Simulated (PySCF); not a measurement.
Ligand exchange on a metal centre used in film growth or etching (Zr NH2-H). Gas-phase values, no solvent. One relaxed conformer stands for each flexible species; it need not be the lowest.

Computed with PBE-D3(BJ)/def2-TZVP // BP86-D3(BJ)/def2-SVP run with PySCF. 

| species | mean distance from the central atom to its bonded neighbours (Å) | LUMO (eV) | HOMO (eV) |
|---|---|---|---|
| 0 of 4 NH2 replaced by H ([Zr(NH2)4]) | 2.060 | -0.85 | -5.34 |
| 1 of 4 NH2 replaced by H ([Zr(NH2)3(H)]) | [?] | -0.92 | -5.70 |
| 2 of 4 NH2 replaced by H | [?] | -2.20 | -6.06 |
| 3 of 4 NH2 replaced by H ([Zr(NH2)(H)3]) | 1.904 | -2.95 | [?] |
| 4 of 4 NH2 replaced by H ([Zr(H)4]) | 1.855 | -3.52 | -7.20 |

Task: What belongs in the gaps?

Result: 
- 1 of 4 NH2 replaced by H ([Zr(NH2)3(H)]), mean distance from the central atom to its bonded neighbours (Å): 2.002
- 2 of 4 NH2 replaced by H, mean distance from the central atom to its bonded neighbours (Å): 1.953
- 3 of 4 NH2 replaced by H ([Zr(NH2)(H)3]), HOMO (eV): -6.57
